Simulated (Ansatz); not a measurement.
`N=C=C[SiH3]` + `C[SiH]1[CH2][GeH2]1` → `[SiH3][SiH]1[CH2][GeH2]1` + `CC=C=N`  (formal exchange of groups at the Si–C bond)

Isolated molecules relaxed with PBE0-D4/def2-TZVP in Ansatz; ΔE leaves out vibrations. CCSD(T)/CBS is the MP2 limit (def2-TZVPP, def2-QZVPP) plus CCSD(T) − MP2 in def2-TZVPP, frozen cores. Functionals use def2-TZVPP. For Ge outer-core shells are correlated without core-valence functions, which leaves a few kJ/mol of doubt a bond. Scalar relativity is left out up to krypton. One conformer a species, not always the lowest.

| level | ΔE (kJ/mol) |
| --- | --- |
| PBE-D4 | 39.5 |
| ωB97X-V | 49.8 |
| CCSD/def2-TZVPP | 49.9 |
| HF/def2-QZVPP | 57.7 |

Problem. What does CCSD(T)/CBS give? (An estimate is asked.)

Solution. The calculation gave: +50.7 kJ/mol. The listed levels differ from it by -11.2, -0.9, -0.8, 7.0 kJ/mol.

Largest T1 diagnostic among the species: 0.015.

From PBE to PBE0 (25 % exact exchange), in def2-TZVPP and without D4, ΔE moves by +3.5 kJ/mol.
